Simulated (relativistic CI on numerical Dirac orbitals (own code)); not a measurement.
# Slater and spin-orbit integrals, Ir²⁹⁺

Calculated at this level of theory: Dirac-Coulomb-Breit CI, orbitals from a KLI potential per configuration, model QED (radiative potential, 1s self-energy scaled to tabulated hydrogen-like ionisation energies), unscaled Slater integrals (own radial code, finite nucleus).

Slater integrals F^k, G^k are unscaled and averaged over j, outside the closed core [Ar] 3d10; ζ comes from projecting the Hamiltonian with its Breit term on Σ l·s of the shell.

- 4s2 4p6 4d10 4f2: F^2(4f,4f) = 255250, F^4(4f,4f) = 166450, F^6(4f,4f) = 121740, ζ(4f) = 10734 cm⁻¹; <r>(4f) = 0.4111, <r^2>(4f) = 0.1935 (bohr units).
- 4s2 4p6 4d9 4f3: ζ(4d) = 62570, F^2(4f,4f) = 254830, F^4(4f,4f) = 166160, F^6(4f,4f) = 121530, F^2(4d,4f) = 234360, F^4(4d,4f) = 152710, G^1(4d,4f) = 249570, G^3(4d,4f) = 169280, G^5(4d,4f) = 123540, ζ(4f) = 10634 cm⁻¹; <r>(4d) = 0.4281, <r^2>(4d) = 0.2098, <r>(4f) = 0.4117, <r^2>(4f) = 0.1941 (bohr units).
- 4s2 4p6 4d10 4f 5s: ζ(4f) = 10996, G^3(4f,5s) = 34611 cm⁻¹; <r>(4f) = 0.4076, <r^2>(4f) = 0.1901, <r>(5s) = 0.7378, <r^2>(5s) = 0.6067 (bohr units).

Averages of the first 10 configurations, taken without configuration mixing, which lowers the lowest level and can move excited configurations by several eV; other configurations of the list can lie among them:

```csv
Configuration,Parity,States,Average energy above the lowest level (eV)
4s2 4p6 4d10 4f2,even,91,8.5
4s2 4p6 4d9 4f3,odd,3640,240.0
4s2 4p6 4d10 4f 5s,odd,28,172.4
4s2 4p6 4d10 4f 5p,even,84,243.4
4s2 4p6 4d10 5s2,even,1,348.0
4s2 4p5 4d10 4f3,even,2184,475.7
4s2 4p6 4d10 5s 5p,odd,12,415.9
4s2 4p6 4d10 4f 5d,odd,140,336.1
4s2 4p6 4d10 5p2,even,15,489.8
4s2 4p6 4d10 5s 5d,even,20,511.1
```
